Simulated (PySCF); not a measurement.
Si(H)(Me)(OH)(OMe) (C2H8O2Si), SMILES O[SiH](OC)C.

Geometry optimised at PBE-D3(BJ)/def2-SVP. Other conformers were not sampled.

Computed with PySCF with TDDFT-ωB97X/def2-SVPD.

Vertical excitations. The molecule is in vacuum.

Computed UV-visible absorptions:
```json
[
 {"state": "S1", "energy (eV)": "7.87", "λ (nm)": "158", "f": "0.009", "main pairs": "HOMO→LUMO 75 %"},
 {"state": "S2", "energy (eV)": "8.06", "λ (nm)": "154", "f": "0.035", "main pairs": "HOMO−1→LUMO 62 %, HOMO−3→LUMO 17 %"},
 {"state": "S3", "energy (eV)": "8.53", "λ (nm)": "145", "f": "0.036", "main pairs": "HOMO→LUMO+2 48 %, HOMO→LUMO+4 15 %, HOMO−2→LUMO 12 %"},
 {"state": "S4", "energy (eV)": "8.72", "λ (nm)": "142", "f": "0.012", "main pairs": "HOMO−3→LUMO 33 %, HOMO−1→LUMO+2 27 %, HOMO−1→LUMO+4 12 %, HOMO−1→LUMO 9 %"},
 {"state": "S5", "energy (eV)": "8.92", "λ (nm)": "139", "f": "0.008", "main pairs": "HOMO−2→LUMO 34 %, HOMO→LUMO+1 30 %, HOMO−4→LUMO 8 %"},
 {"state": "S6", "energy (eV)": "9.00", "λ (nm)": "138", "f": "0.107", "main pairs": "HOMO→LUMO+4 39 %, HOMO→LUMO+1 11 %, HOMO→LUMO 9 %, HOMO−2→LUMO+1 8 %"},
 {"state": "S7", "energy (eV)": "9.15", "λ (nm)": "136", "f": "0.068", "main pairs": "HOMO→LUMO+2 16 %, HOMO−1→LUMO+4 14 %, HOMO→LUMO+4 11 %, HOMO−3→LUMO 9 %"},
 {"state": "S8", "energy (eV)": "9.22", "λ (nm)": "135", "f": "0.101", "main pairs": "HOMO−1→LUMO+1 21 %, HOMO−1→LUMO+2 17 %, HOMO→LUMO+2 15 %, HOMO−3→LUMO 9 %"},
 {"state": "S9", "energy (eV)": "9.41", "λ (nm)": "132", "f": "0.044", "main pairs": "HOMO−1→LUMO+1 23 %, HOMO→LUMO+3 15 %, HOMO−1→LUMO+4 12 %, HOMO→LUMO+1 11 %"},
 {"state": "S10", "energy (eV)": "9.56", "λ (nm)": "130", "f": "0.144", "main pairs": "HOMO→LUMO+3 21 %, HOMO−2→LUMO+2 19 %, HOMO−1→LUMO+1 10 %, HOMO−1→LUMO+3 9 %"},
 {"state": "T1", "energy (eV)": "7.69", "λ (nm)": "161", "f": "0", "main pairs": "HOMO→LUMO 66 %"},
 {"state": "T2", "energy (eV)": "7.78", "λ (nm)": "159", "f": "0", "main pairs": "HOMO−1→LUMO 48 %, HOMO−3→LUMO 24 %"},
 {"state": "T3", "energy (eV)": "8.22", "λ (nm)": "151", "f": "0", "main pairs": "HOMO→LUMO+2 36 %, HOMO→LUMO+4 29 %, HOMO−2→LUMO 9 %"},
 {"state": "T4", "energy (eV)": "8.47", "λ (nm)": "146", "f": "0", "main pairs": "HOMO−3→LUMO 21 %, HOMO−1→LUMO+4 21 %, HOMO−1→LUMO+2 16 %, HOMO−1→LUMO 8 %"}
]
```
Triplets are in the Tamm–Dancoff approximation, which puts them higher than full response would, so one can lie above its singlet here.
